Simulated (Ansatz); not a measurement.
Basis-set extrapolation for CH₇BO₂Si (`BOCO[SiH3]`) (PBE0-D4/def2-TZVP geometry, frozen core, Ansatz 0.2.0). Multiplicity 1, RHF reference.

```json
{"": "HF", "def2-TZVPP": "-505.451500", "def2-QZVPP": "-505.471506"}
{"": "MP2 correlation", "def2-TZVPP": "-0.867144", "def2-QZVPP": "-0.931979"}
{"": "CCSD(T) correlation", "def2-TZVPP": "-0.944924", "def2-QZVPP": "not run"}
```

Energies in hartree. Use E(X) = E(∞) + A·exp(−7.88·√X) for Hartree–Fock and E(X) = E(∞) + B·X^(−2.97) for correlation, with X = 3 and 4, and add CCSD(T) minus MP2 of the smaller set to the MP2 limit.

Task: What is the CCSD(T) energy at the basis-set limit?

Result: HF limit: -505.471506 + (-0.020006) × 0.13774 = -505.47426. MP2 limit: -0.931979 + (-0.064835) × 0.74074 = -0.98000. Higher-order term: -0.944924 − (-0.867144) = -0.07778. Total: -506.53204 hartree, 356.1 kJ/mol below CCSD(T)/def2-TZVPP.
